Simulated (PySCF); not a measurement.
**A small calculation by hand: chemical shift, span and skew from a shielding tensor**

C2H8O2Si, SMILES CC[SiH](O)O. Atoms are numbered in the order given.

```xyz
13

Si     0.5008     0.1954     0.2789
O      0.4687     1.2902    -0.9780
O      1.8332    -0.7995     0.2288
C     -0.9820    -0.9055     0.0824
C     -2.3109    -0.1562     0.0490
H      0.5108     0.9732     1.5621
H      0.9022     2.1360    -0.8420
H      2.6903    -0.4081     0.4151
H     -0.8287    -1.4754    -0.8509
H     -0.9630    -1.6525     0.8944
H     -3.1623    -0.8384    -0.0996
H     -2.3259     0.5824    -0.7670
H     -2.4917     0.3914     0.9882
```

Coordinates come from a PBE0-D3(BJ)/def2-SVP optimisation. Other conformers were not sampled.

GIAO shieldings from PBE/pcSseg-1 (PySCF), non-relativistic, no solvent. The symmetric part of the tensor of C4 has the principal values 164.6, 169.1, 179.6 ppm. The same nucleus in TMS has σ = 182.0 ppm at this level (PySCF, at its B3LYP-D3(BJ)/def2-TZVP geometry).

Problem. Work out the isotropic shielding, the ¹³C shift against TMS, the span and the skew.

Solution. 
σ(iso) = (σ11 + σ22 + σ33)/3 = 171.1 ppm. δ = σ(ref) − σ(iso) = 182.0 − (171.1) = 10.9 ppm.
Span Ω = σ33 − σ11 = 15.0 ppm. Skew κ = 3(σ(iso) − σ22)/Ω = 0.40. Tumbling in solution averages the tensor to δ; in a static solid the shielding alone would spread this spin-1/2 line over Ω.
